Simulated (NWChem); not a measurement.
System: hydronium (H$_{3}$O cation); SMILES [OH3+]

Input file for NWChem:

```
start job
memory heap 200 mb stack 900 mb global 1100 mb
charge 1
geometry units angstroms noautoz
  O      0.000000     0.000000     0.078775
  H      0.669342     0.669342    -0.207386
  H      0.244996    -0.914338    -0.207386
  H     -0.914338     0.244996    -0.207386
end
basis spherical
  * library def2-svp
end
dft
  xc m06
  iterations 150
  mulliken
end
task dft energy
```

Output (shortened):

```
             Northwest Computational Chemistry Package (NWChem) 7.3.0
             --------------------------------------------------------

 C3V symmetry detected

                             Geometry "geometry" -> ""
                             -------------------------

 Output coordinates in angstroms (scale by  1.889725989 to convert to a.u.)

  No.       Tag          Charge          X              Y              Z
 ---- ---------------- ---------- -------------- -------------- --------------
    1 O                    8.0000     0.00000000    -0.00000000     0.07804391
    2 H                    1.0000     0.66934190     0.66934190    -0.20811709
    3 H                    1.0000     0.24499614    -0.91433804    -0.20811709
    4 H                    1.0000    -0.91433804     0.24499614    -0.20811709

 Effective nuclear repulsion energy (a.u.)      13.8110707593

      Symmetry information
      --------------------

 Group name             C3v
 Group number             17
 Group order               6
 No. of unique centers     2

                                 NWChem DFT Module
                                 -----------------

 Summary of "ao basis" -> "ao basis" (spherical)
 ------------------------------------------------------------------------------
       Tag                 Description            Shells   Functions and Types
 ---------------- ------------------------------  ------  ---------------------
 O                          def2-svp                 6       14   3s2p1d
 H                          def2-svp                 3        5   2s1p

      Symmetry analysis of basis
      --------------------------

        a1         10
        a2          1
        e          18

  Rotation of axis

            General Information
            -------------------
          SCF calculation type: DFT
          Wavefunction type:  closed shell.
          No. of atoms     :     4
          No. of electrons :    10
           Alpha electrons :     5
            Beta electrons :     5
          Charge           :     1
          Spin multiplicity:     1
          Use of symmetry is: on ; symmetry adaption is: on
          Maximum number of iterations: 150
          AO basis - number of functions:    29
                     number of shells:    15
          Convergence on energy requested:  1.00D-06
          Convergence on density requested:  1.00D-05
          Convergence on gradient requested:  5.00D-04

              XC Information
              --------------
                          M06 Method XC Functional
                     Hartree-Fock (Exact) Exchange  0.270
                           M06 Exchange Functional  1.000
                         M06 Correlation Potential  1.000

             Grid Information
             ----------------
          Grid used for XC integration:  medium
          Radial quadrature: Mura-Knowles
          Angular quadrature: Lebedev.
          Tag              B.-S. Rad. Rad. Pts. Rad. Cut. Ang. Pts.
          ---              ---------- --------- --------- ---------
          O                   0.60       49           5.0       434
          H                   0.35       45           7.0       434
          Grid pruning is: on
          Number of quadrature shells:    94
          Spatial weights used:  Erf1

      Superposition of Atomic Density Guess
      -------------------------------------

 Sum of atomic energies:         -76.18899089

 Renormalizing density from      11.00 to     10

      Non-variational initial energy
      ------------------------------

 Total energy =     -71.779803
 1-e energy   =    -119.209172
 2-e energy   =      33.618298
 HOMO         =      -1.204522
 LUMO         =      -0.335287

      Symmetry analysis of molecular orbitals - initial
      -------------------------------------------------

  Numbering of irreducible representations:

     1 a1          2 a2          3 e

  Orbital symmetries:

     1 a1          2 a1          3 e           4 e           5 a1
     6 a1          7 e           8 e           9 e          10 e
    11 a1         12 a1         13 e          14 e          15 a1

     ---------------------------------------------
      Total Density - Mulliken Population Analysis
     ---------------------------------------------

    Atom       Charge   Shell Charges
 -----------   ------   -------------------------------------------------------
    1 O    8     8.64   1.99  1.25  0.38  3.76  1.25  0.00
    2 H    1     0.45   0.38  0.02  0.06
    3 H    1     0.45   0.38  0.02  0.06
    4 H    1     0.45   0.38  0.02  0.06

   convergence    iter        energy       DeltaE   RMS-Dens  Diis-err
 ---------------- ----- ----------------- --------- --------- ---------
 d= 0,ls=0.0,diis     1    -76.3293157564 -9.01D+01  5.06D-02  3.28D+00
 d= 0,ls=0.0,diis     2    -76.1768745789  1.52D-01  2.95D-02  4.63D+00
 d= 0,ls=0.0,diis     3    -76.6052195206 -4.28D-01  1.31D-03  1.04D-02
 d= 0,ls=0.0,diis     4    -76.6062150274 -9.96D-04  1.39D-04  7.18D-05
 d= 0,ls=0.0,diis     5    -76.6061486508  6.64D-05  1.11D-04  4.30D-06
 d= 0,ls=0.0,diis     6    -76.6061494592 -8.08D-07  3.42D-06  4.31D-08

         Total DFT energy =      -76.606149459217
      One electron energy =     -128.257007261652
           Coulomb energy =       47.202059477609
    Exchange-Corr. energy =       -9.362272434466
 Nuclear repulsion energy =       13.811070759293

 Numeric. integr. density =        9.999998693257

                  Occupations of the irreducible representations
                  ----------------------------------------------

                     irrep           alpha         beta
                     --------     --------     --------
                     a1                3.0          3.0
                     a2                0.0          0.0
                     e                 2.0          2.0

                       DFT Final Molecular Orbital Analysis
                       ------------------------------------

 Vector    3  Occ=2.000000D+00  E=-9.466574D-01  Symmetry=e
              MO Center=  1.3D-01, -3.4D-02, -1.9D-02, r^2= 7.0D-01
   Bfn.  Coefficient  Atom+Function         Bfn.  Coefficient  Atom+Function
  ----- ------------  ---------------      ----- ------------  ---------------
     5      0.526766  1 O  py                15      0.302827  2 H  s
    20     -0.301146  3 H  s                  8      0.218300  1 O  py
     4      0.143872  1 O  px                 7      0.059623  1 O  px
    17     -0.031277  2 H  px                16      0.028165  2 H  s
    21     -0.028009  3 H  s                 23     -0.027526  3 H  py

 Vector    4  Occ=2.000000D+00  E=-9.466574D-01  Symmetry=e
              MO Center= -1.3D-01,  3.4D-02, -1.9D-02, r^2= 7.0D-01
   Bfn.  Coefficient  Atom+Function         Bfn.  Coefficient  Atom+Function
  ----- ------------  ---------------      ----- ------------  ---------------
     4      0.526766  1 O  px                25     -0.348704  4 H  s
     7      0.218300  1 O  px                20      0.175808  3 H  s
    15      0.172896  2 H  s                  5     -0.143872  1 O  py
     8     -0.059623  1 O  py                27     -0.035630  4 H  px
    26     -0.032432  4 H  s                 18     -0.028065  2 H  py

 Vector    5  Occ=2.000000D+00  E=-7.615603D-01  Symmetry=a1
              MO Center=  1.1D-17,  2.9D-17,  1.6D-01, r^2= 5.7D-01
   Bfn.  Coefficient  Atom+Function         Bfn.  Coefficient  Atom+Function
  ----- ------------  ---------------      ----- ------------  ---------------
     6      0.641122  1 O  pz                 9      0.422526  1 O  pz
     3      0.161888  1 O  s                  2      0.144366  1 O  s
    15     -0.071526  2 H  s                 20     -0.071526  3 H  s
    25     -0.071526  4 H  s                  1      0.065230  1 O  s

 Vector    6  Occ=0.000000D+00  E=-2.737992D-01  Symmetry=a1
              MO Center= -3.0D-15,  4.8D-16, -3.0D-01, r^2= 3.0D+00
   Bfn.  Coefficient  Atom+Function         Bfn.  Coefficient  Atom+Function
  ----- ------------  ---------------      ----- ------------  ---------------
     3      1.014294  1 O  s                 16     -0.551902  2 H  s
    21     -0.551902  3 H  s                 26     -0.551902  4 H  s
     2      0.259737  1 O  s                 15     -0.181920  2 H  s
    20     -0.181920  3 H  s                 25     -0.181920  4 H  s
     9     -0.168437  1 O  pz                 6     -0.149324  1 O  pz

 Vector    7  Occ=0.000000D+00  E=-1.888840D-01  Symmetry=e
              MO Center= -2.6D-01, -4.9D-01, -2.6D-01, r^2= 3.0D+00
   Bfn.  Coefficient  Atom+Function         Bfn.  Coefficient  Atom+Function
  ----- ------------  ---------------      ----- ------------  ---------------
    21      1.212597  3 H  s                 26     -1.018668  4 H  s
     8      0.472284  1 O  py                 7     -0.348693  1 O  px
     5      0.304513  1 O  py                20      0.237173  3 H  s
     4     -0.224826  1 O  px                25     -0.199242  4 H  s
    16     -0.193930  2 H  s                 15     -0.037931  2 H  s

 Vector    8  Occ=0.000000D+00  E=-1.888840D-01  Symmetry=e
              MO Center=  2.6D-01,  4.9D-01, -2.6D-01, r^2= 3.0D+00
   Bfn.  Coefficient  Atom+Function         Bfn.  Coefficient  Atom+Function
  ----- ------------  ---------------      ----- ------------  ---------------
    16      1.288221  2 H  s                 26     -0.812059  4 H  s
    21     -0.476163  3 H  s                  7     -0.472284  1 O  px
     8     -0.348693  1 O  py                 4     -0.304513  1 O  px
    15      0.251964  2 H  s                  5     -0.224826  1 O  py
    25     -0.158831  4 H  s                 20     -0.093133  3 H  s

     ---------------------------------------------
      Total Density - Mulliken Population Analysis
     ---------------------------------------------

[...]
```

Level: M06/def2-SVP. All runs use the structure optimised with B3LYP/6-31G* (spherical d).
